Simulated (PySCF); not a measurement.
```xyz
21

B     -3.3716     0.7521     0.4110
C     -1.8649     0.4343     0.2280
C     -1.0123     1.5618     0.2293
C      0.3658     1.7001     0.0973
C      1.3277     0.7098    -0.0816
C      2.7077     0.8854    -0.2113
C      3.2976    -0.3842    -0.3731
C      2.3193    -1.3848    -0.3506
C      1.0692    -0.7645    -0.1715
C     -0.1502    -1.4147    -0.0968
C     -1.4533    -0.9156     0.0773
O     -2.4446    -1.8314     0.1056
H     -3.6924     1.9122     0.5346
H     -4.2230    -0.0980     0.4361
H     -1.5476     2.5063     0.3601
H      0.7481     2.7253     0.1391
H      3.2263     1.8428    -0.1895
H      4.3676    -0.5618    -0.4986
H      2.4827    -2.4568    -0.4524
H     -0.0844    -2.5075    -0.1901
H     -2.0677    -2.7108    -0.0029
```

Charge 0, multiplicity 1.

### Question
Give the Mulliken and meta-Löwdin atomic charges from ωB97X-D3(BJ)/def2-TZVP // PBE0-D3(BJ)/def2-SVP in PySCF.

### Answer

```
atom  Mulliken (e)  meta-Löwdin (e)
----  ------------  ---------------
B1           -0.02             0.01
C2           -0.07            -0.13
C3           -0.11            -0.08
C4           -0.21            -0.10
C5            0.08             0.03
C6           -0.20            -0.21
C7           -0.10            -0.07
C8           -0.24            -0.22
C9            0.09             0.04
C10          -0.23            -0.13
C11           0.33             0.25
O12          -0.36            -0.45
H13           0.00            -0.01
H14           0.03             0.01
H15           0.13             0.12
H16           0.12             0.12
H17           0.12             0.11
H18           0.12             0.12
H19           0.12             0.11
H20           0.09             0.11
H21           0.31             0.34
```
